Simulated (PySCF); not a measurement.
C7H13AuO2, multiplicity 1. Atoms are numbered in the order given.

```xyz
23

Au     0.0000     0.0000     0.8110
C      0.0000    -1.4248     2.2743
H     -0.8978    -1.3288     2.9004
H      0.8978    -1.3288     2.9004
H      0.0000    -2.3879     1.7446
C      0.0000     1.4248     2.2743
H      0.8978     1.3288     2.9004
H     -0.8978     1.3288     2.9004
H      0.0000     2.3879     1.7446
C      0.0000     2.5041    -2.8308
C      0.0000     1.2625    -1.9680
C      0.0000     0.0000    -2.5942
C      0.0000    -1.2625    -1.9680
C      0.0000    -2.5041    -2.8308
O      0.0000    -1.4937    -0.7172
O      0.0000     1.4937    -0.7172
H      0.0000     2.2796    -3.9052
H     -0.8844     3.1124    -2.5830
H      0.8844     3.1124    -2.5830
H      0.0000     0.0000    -3.6835
H      0.0000    -2.2796    -3.9052
H      0.8844    -3.1124    -2.5830
H     -0.8844    -3.1124    -2.5830
```
Charge 0, spin multiplicity 1.

Coordinates come from a B3LYP-D3(BJ)/def2-SVP optimisation. The multiplicity is an assumed one; no other spin state was optimised. The isomer is the one that the SMILES or the coordinates give; other isomers of the formula were not compared. The def2 effective core potentials stand for the cores of Au; spin–orbit coupling is left out. Other conformers were not sampled.

The numbers are results of B3LYP-D3(BJ)/def2-SVP run with PySCF, not measurements.

Frequencies are harmonic and unscaled.

Question: Give all harmonic wavenumbers and intensities. (An estimate is asked for; the answer gives what the named calculation found.)

Answer: 
| mode | ν (cm⁻¹) | IR (km/mol) | moving atoms (share of kinetic energy) |
|---|---|---|---|
| 1 | 48 | 0.0 | H 97 % |
| 2 | 67 | 1.3 | H 45 %, C 30 %, O 22 % |
| 3 | 76 | 0.0 | H 50 %, C 42 % |
| 4 | 79 | 5.3 | H 71 %, C 20 % |
| 5 | 93 | 0.0 | H 77 %, C 23 % |
| 6 | 121 | 0.1 | H 90 % |
| 7 | 145 | 2.8 | C 63 %, H 27 % |
| 8 | 169 | 0.0 | C 63 %, H 32 % |
| 9 | 180 | 0.0 | O 62 %, C 23 %, H 14 % |
| 10 | 190 | 16.2 | C 54 %, O 23 %, Au 15 %, H 9 % |
| 11 | 201 | 1.8 | O 37 %, C 26 %, Au 20 %, H 16 % |
| 12 | 237 | 0.8 | C 56 %, H 27 %, Au 16 % |
| 13 | 253 | 0.8 | C 52 %, H 28 %, O 20 % |
| 14 | 257 | 3.3 | C 51 %, O 19 %, Au 15 %, H 14 % |
| 15 | 428 | 1.8 | C 42 %, O 40 %, H 18 % |
| 16 | 437 | 34.3 | O 44 %, C 43 %, H 11 % |
| 17 | 564 | 1.5 | C 73 %, H 18 % |
| 18 | 571 | 0.0 | C 59 %, H 30 %, O 11 % |
| 19 | 577 | 2.9 | C 76 %, H 17 % |
| 20 | 600 | 30.6 | O 58 %, C 22 %, H 17 % |
| 21 | 681 | 15.0 | C 45 %, O 34 %, H 20 % |
| 22 | 683 | 4.1 | C 61 %, H 30 %, O 9 % |
| 23 | 804 | 12.4 | H 88 %, C 11 % |
| 24 | 845 | 13.8 | H 85 %, C 14 % |
| 25 | 861 | 0.0 | H 85 %, C 15 % |
| 26 | 868 | 0.1 | H 83 %, C 17 % |
| 27 | 883 | 1.5 | H 84 %, C 15 % |
| 28 | 951 | 4.4 | C 55 %, H 32 %, O 13 % |
| 29 | 964 | 11.0 | C 66 %, H 17 %, O 17 % |
| 30 | 1030 | 0.4 | H 63 %, C 34 % |
| 31 | 1037 | 19.4 | H 51 %, C 48 % |
| 32 | 1042 | 24.4 | H 40 %, C 37 %, O 23 % |
| 33 | 1046 | 0.0 | H 55 %, C 45 % |
| 34 | 1222 | 30.4 | H 76 %, C 17 % |
| 35 | 1233 | 0.7 | H 79 %, C 17 % |
| 36 | 1262 | 22.2 | H 84 %, C 16 % |
| 37 | 1291 | 32.2 | C 73 %, H 21 % |
| 38 | 1375 | 18.7 | H 79 %, C 21 % |
| 39 | 1379 | 1.1 | H 72 %, C 28 % |
| 40 | 1429 | 23.1 | H 93 % |
| 41 | 1436 | 0.0 | H 95 % |
| 42 | 1437 | 56.9 | H 82 %, C 15 % |
| 43 | 1441 | 0.3 | H 95 % |
| 44 | 1444 | 0.0 | H 96 % |
| 45 | 1444 | 15.7 | H 95 % |
| 46 | 1445 | 4.0 | H 96 % |
| 47 | 1452 | 54.5 | H 86 %, C 12 % |
| 48 | 1510 | 110.7 | C 61 %, H 20 %, O 19 % |
| 49 | 1567 | 401.7 | C 79 %, H 18 % |
| 50 | 1653 | 670.3 | C 73 %, O 24 % |
| 51 | 3041 | 13.0 | H 98 % |
| 52 | 3041 | 10.3 | H 97 % |
| 53 | 3041 | 4.4 | H 97 % |
| 54 | 3043 | 25.6 | H 98 % |
| 55 | 3116 | 0.0 | H 91 %, C 9 % |
| 56 | 3116 | 8.5 | H 91 %, C 9 % |
| 57 | 3154 | 0.0 | H 90 %, C 10 % |
| 58 | 3154 | 22.7 | H 90 %, C 10 % |
| 59 | 3154 | 0.2 | H 90 %, C 10 % |
| 60 | 3159 | 15.7 | H 90 %, C 10 % |
| 61 | 3160 | 2.8 | H 90 %, C 10 % |
| 62 | 3162 | 11.2 | H 90 %, C 10 % |
| 63 | 3211 | 8.7 | H 92 %, C 8 % |
